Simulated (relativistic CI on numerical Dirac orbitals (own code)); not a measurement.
**Hyperfine structure of Mg10+, mass number 25**

Calculated at this level of theory: Dirac-Coulomb-Breit CI, KLI orbitals optimised for each configuration, a model potential for QED, unscaled Slater integrals (own radial code, finite nucleus).

CI space: 1s2, 1s.2s, 1s.2p, 1s.3s, 1s.3p, 1s.3d, 1s.4s, 1s.4p, 1s.4d, 1s.4f, 1s.5s, 1s.5p, 1s.5d, 1s.5f, 1s.5g, 1s.6s, 1s.6p, 1s.6d. Levels of other configurations are missing.

Nuclear spin I = 5/2, μ = -0.85533 μN, Q = 0.199 b (tables of Stone and Pyykkö). The electronic factors are computed for point nuclear moments, without core polarisation or the Bohr-Weisskopf and QED corrections.

```json
{"Level": "1s.2s 3S_1", "E (eV)": "1329.91", "A (MHz)": "-83720", "B (MHz)": "-0.00296"}
{"Level": "1s.2p 3P°_1", "E (eV)": "1341.94", "A (MHz)": "-43900", "B (MHz)": "-571"}
{"Level": "1s.2p 3P°_2", "E (eV)": "1342.38", "A (MHz)": "-38520", "B (MHz)": "1140"}
{"Level": "1s.2p 1P°_1", "E (eV)": "1351.52", "A (MHz)": "2231", "B (MHz)": "1100"}
{"Level": "1s.3s 3S_1", "E (eV)": "1572.23", "A (MHz)": "-78120", "B (MHz)": "-0.00122"}
{"Level": "1s.3p 3P°_1", "E (eV)": "1575.54", "A (MHz)": "-42770", "B (MHz)": "-172"}
{"Level": "1s.3p 3P°_2", "E (eV)": "1575.67", "A (MHz)": "-38120", "B (MHz)": "343"}
{"Level": "1s.3d 3D_1", "E (eV)": "1577.42", "A (MHz)": "37760", "B (MHz)": "31.2"}
```

Levels with J = 0, under 50 % of one LS term, or S terms without an open s electron are left out. Small factors come from cancelling terms and can be off by tens of per cent or more.

At this charge energies of transitions that change n are usually good to better than 1 %, and those within a shell (Δn = 0) to a few per cent.

(1) Give the hyperfine levels of 1s.2s 3S_1 relative to its centre of gravity.

## Answers

(1) With K = F(F + 1) − I(I + 1) − J(J + 1), E = AK/2 + B[¾K(K + 1) − I(I + 1)J(J + 1)]/[2I(2I − 1)J(2J − 1)]: F = 3/2: 293000, F = 5/2: 83720, F = 7/2: -209300 MHz.

LS names give the leading component of a level, which can be under half, so a name can repeat, a term be missing and a line seem to break the LS rules.
